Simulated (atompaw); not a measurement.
# An all-electron radial function and its pseudo partner (copper)

Columns: radius, all-electron u(r) and pseudo u(r) of the 3d shell (level -5.06 eV) of copper in the configuration [Ar] 3d10 4s1 4p0; PBEsol, scalar-relativistic, PAW (atompaw) scheme, atompaw 4.2.0.5.

| r (bohr) | all-electron | pseudo |
| --- | --- | --- |
| 0.115 | 0.1390 | 0.0212 |
| 0.231 | 0.4775 | 0.1494 |
| 0.346 | 0.7590 | 0.3978 |
| 0.462 | 0.9175 | 0.6821 |
| 0.577 | 0.9698 | 0.8808 |
| 0.692 | 0.9562 | 0.9437 |
| 0.808 | 0.9072 | 0.9080 |
| 0.923 | 0.8433 | 0.8433 |
| 1.038 | 0.7751 | 0.7751 |
| 1.154 | 0.7076 | 0.7076 |
| 1.269 | 0.6445 | 0.6445 |
| 1.385 | 0.5860 | 0.5860 |
| 1.500 | 0.5333 | 0.5333 |
| 1.615 | 0.4856 | 0.4856 |
| 1.731 | 0.4423 | 0.4423 |
| 1.846 | 0.4036 | 0.4036 |
| 1.962 | 0.3686 | 0.3686 |
| 2.077 | 0.3372 | 0.3372 |
| 2.192 | 0.3089 | 0.3089 |
| 2.308 | 0.2831 | 0.2831 |
| 2.423 | 0.2599 | 0.2599 |
| 2.538 | 0.2389 | 0.2389 |
| 2.654 | 0.2195 | 0.2195 |
| 2.769 | 0.2021 | 0.2021 |
| 2.885 | 0.1860 | 0.1860 |
| 3.000 | 0.1714 | 0.1714 |

(1) How many radial nodes do the two functions have?

(2) At about which radius was the pseudo-wave matched?

(3) Is the pseudo-wave norm-conserving?

## Answers

(1) The all-electron 3d function has n − l − 1 = 0; the pseudo-wave has 0.

(2) 0.90 bohr, where the columns begin to agree (steps of 0.12 bohr).

(3) No, it belongs to a PAW set: the norm inside the radius is not constrained, and the difference is carried by the augmentation charge.
